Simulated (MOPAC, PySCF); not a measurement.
CH₂BF₃, SMILES `BC(F)(F)F`, neutral singlet in the gas phase. 

Z-matrix (Å, degrees):
```
C
F 1 1.3499
F 1 1.3499 2 106.63
F 1 1.3662 2 107.11 3 -114.41
B 1 1.5969 2 114.80 3 128.33
H 5 1.1838 1 118.33 2 29.32
H 5 1.1838 6 123.28 1 -176.99
```
Charge 0, spin multiplicity 1.

All levels are single points at this geometry (B3LYP-D3(BJ)/def2-TZVP); Pople sets use spherical d functions. Orbital energies aren't observables, and empty levels follow the basis.

ωB97X-D3(BJ)/def2-TZVP in PySCF gives HOMO (eV) = -12.74.

Question: Estimate the HOMO (eV) from each of these levels: PBE-D3(BJ)/def2-TZVP in PySCF; B3LYP/3-21G in PySCF; B3LYP/6-311+G** in PySCF; B3LYP/6-31G* in PySCF; M06-2X/6-31G* in PySCF; PBE/6-31G* in PySCF; HF/3-21G in PySCF; HF/STO-3G in PySCF; AM1 in MOPAC; PM3 in MOPAC; PM6 in MOPAC; PM7 in MOPAC.

Answer: 
| level | HOMO (eV) |
|---|---|
| PBE-D3(BJ)/def2-TZVP in PySCF | -8.48 |
| B3LYP/3-21G in PySCF | -9.24 |
| B3LYP/6-311+G** in PySCF | -10.12 |
| B3LYP/6-31G* in PySCF | -9.44 |
| M06-2X/6-31G* in PySCF | -11.35 |
| PBE/6-31G* in PySCF | -7.89 |
| HF/3-21G in PySCF | -14.19 |
| HF/STO-3G in PySCF | -10.33 |
| AM1 in MOPAC | -12.02 |
| PM3 in MOPAC | -13.36 |
| PM6 in MOPAC | -12.51 |
| PM7 in MOPAC | -12.55 |
